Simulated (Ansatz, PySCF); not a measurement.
Input for Ansatz (an electronic-structure program):
Ansatz 0.2 input:
```yaml
crystal:
  periodic: [false, false, false]
  atoms:
    - {symbol: C, position_ang: [1.82249360, 0.42793691, -0.09666739]}
    - {symbol: C, position_ang: [0.55432697, -0.40737668, 0.01411334]}
    - {symbol: N, position_ang: [-0.59535640, 0.39768399, -0.06065427]}
    - {symbol: C, position_ang: [-1.83286018, -0.24865504, 0.11188496]}
    - {symbol: H, position_ang: [2.70199571, -0.21038349, -0.06183143]}
    - {symbol: H, position_ang: [1.81986148, 0.98100061, -1.03152042]}
    - {symbol: H, position_ang: [1.86845501, 1.14159540, 0.72112510]}
    - {symbol: H, position_ang: [0.53618423, -1.16596861, -0.79256862]}
    - {symbol: H, position_ang: [0.56416073, -0.99443760, 0.95295569]}
    - {symbol: H, position_ang: [-2.37126942, 0.24233126, 0.93137094]}
    - {symbol: H, position_ang: [-1.77197261, -1.32823517, 0.31270060]}
    - {symbol: H, position_ang: [-2.44368277, -0.08112148, -0.78363751]}
basis:
  gaussian:
    orbitals: STO-3G
magnetization: {spin_polarized: true, initial_magnetization: 1}
correlation: {method: ccsd_t, electrons: outside_noble_gas}
accuracy: high
```

**Question.** Convert this to an input for PySCF.

**Answer.** Several could match; the one computed here: 
```python
from pyscf import gto, scf, cc

mol = gto.Mole()
mol.atom = '''
    C     1.822494    0.427937   -0.096667
    C     0.554327   -0.407377    0.014113
    N    -0.595356    0.397684   -0.060654
    C    -1.832860   -0.248655    0.111885
    H     2.701996   -0.210383   -0.061831
    H     1.819861    0.981001   -1.031520
    H     1.868455    1.141595    0.721125
    H     0.536184   -1.165969   -0.792569
    H     0.564161   -0.994438    0.952956
    H    -2.371269    0.242331    0.931371
    H    -1.771973   -1.328235    0.312701
    H    -2.443683   -0.081121   -0.783638
'''
mol.basis = 'sto-3g'
mol.charge = 0
mol.spin = 1
mol.verbose = 4
mol.build()

mf = scf.UHF(mol)
mf.kernel()

mycc = cc.CCSD(mf, frozen=4)
mycc.kernel()
et = mycc.ccsd_t()
print('E(CCSD(T)) = %.10f' % (mycc.e_tot + et))
```

Both were run: Ansatz gave -170.822571 Eh and PySCF -170.822571 Eh, 0.000 mEh apart.
